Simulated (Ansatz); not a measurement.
A nudged elastic band was laid between two geometries of C2H6AlCl + H2 (12 atoms, charge 0, multiplicity 1).

Method: Ansatz 0.2.0, RKS PBE-D4/def2-SVP.

```json
{
 "movable images": "4",
 "climbing image": "no",
 "spring": "5.0 eV/Å²",
 "optimiser": "quadratic models (default)",
 "start path": "through a guess of the saddle point",
 "force threshold": "0.05 eV/Å",
 "iteration limit": "60",
 "end points": "relaxed"
}
```

First end point:

```xyz
12
Properties=species:S:1:pos:R:3
Al -0.163 0.513 0.166
C 1.657 0.119 0.768
C -0.902 0.068 -1.591
Cl -1.340 1.802 1.418
H -0.924 -1.575 1.025
H -1.313 -1.057 1.449
H 2.350 0.923 0.436
H 1.731 0.069 1.874
H 2.045 -0.833 0.347
H -2.011 0.027 -1.584
H -0.517 -0.901 -1.976
H -0.613 0.844 -2.334
```

Last end point:

```xyz
12
Properties=species:S:1:pos:R:3
Al -1.195 0.285 0.404
C 1.545 -0.327 0.847
C -0.949 0.000 -1.514
Cl -1.156 2.304 1.122
H 0.771 -1.111 0.982
H -1.712 -0.803 1.449
H 1.136 0.699 0.968
H 2.302 -0.474 1.639
H 2.003 -0.426 -0.154
H -1.890 0.247 -2.055
H -0.696 -1.053 -1.758
H -0.158 0.658 -1.930
```

Q: Which bonds break or form, and what moves?

A: Bonds broken: Al1–C2, H5–H6. Bonds formed: Al1–H6, C2–H5. C2H6AlCl + H2 becomes CH4 + CH4AlCl.

Q: What energy profile does the band end with?

A: It converged. The highest image is number 2 of 0 to 5, 8.6 kcal/mol above the first end and 14.9 kcal/mol above the last; the last end lies 6.3 kcal/mol below the first. No image climbed, so the highest image needn't sit at the top of the path. A band with more images between the same ends climbed to 1.00 eV, so this one has probably stepped over the top. The orbitals stay closed-shell, which can raise the energy where a bond breaks towards radicals; this wasn't checked here.

```json
{"image": "0", "path coordinate (Å)": "0.00", "energy (kcal/mol)": "0.0", "Al1–C2 (Å)": "1.96", "H5–H6 (Å)": "0.77", "Al1–H6 (Å)": "2.33"}
{"image": "1", "path coordinate (Å)": "0.98", "energy (kcal/mol)": "0.6", "Al1–C2 (Å)": "1.96", "H5–H6 (Å)": "0.77", "Al1–H6 (Å)": "2.38"}
{"image": "2", "path coordinate (Å)": "1.96", "energy (kcal/mol)": "8.6", "Al1–C2 (Å)": "1.99", "H5–H6 (Å)": "0.82", "Al1–H6 (Å)": "2.05"}
{"image": "3", "path coordinate (Å)": "2.93", "energy (kcal/mol)": "7.7", "Al1–C2 (Å)": "2.36", "H5–H6 (Å)": "1.60", "Al1–H6 (Å)": "1.65"}
{"image": "4", "path coordinate (Å)": "3.91", "energy (kcal/mol)": "-5.8", "Al1–C2 (Å)": "2.82", "H5–H6 (Å)": "2.31", "Al1–H6 (Å)": "1.60"}
{"image": "5", "path coordinate (Å)": "4.89", "energy (kcal/mol)": "-6.3", "Al1–C2 (Å)": "2.84", "H5–H6 (Å)": "2.55", "Al1–H6 (Å)": "1.59"}
```

Q: What is the geometry of the highest image?

A: 
```xyz
12
Properties=species:S:1:pos:R:3
Al -0.439 0.387 0.258
C 1.444 0.027 0.789
C -0.953 0.052 -1.600
Cl -1.452 1.864 1.427
H -0.159 -1.122 1.316
H -0.950 -1.316 1.278
H 1.893 0.991 0.477
H 1.723 -0.111 1.856
H 1.939 -0.774 0.197
H -1.837 0.630 -1.936
H -1.123 -1.016 -1.851
H -0.084 0.387 -2.210
```

Run time: 47 s on 2 threads of Arm Neoverse V2, on a shared host, peak memory 0.14 GiB.
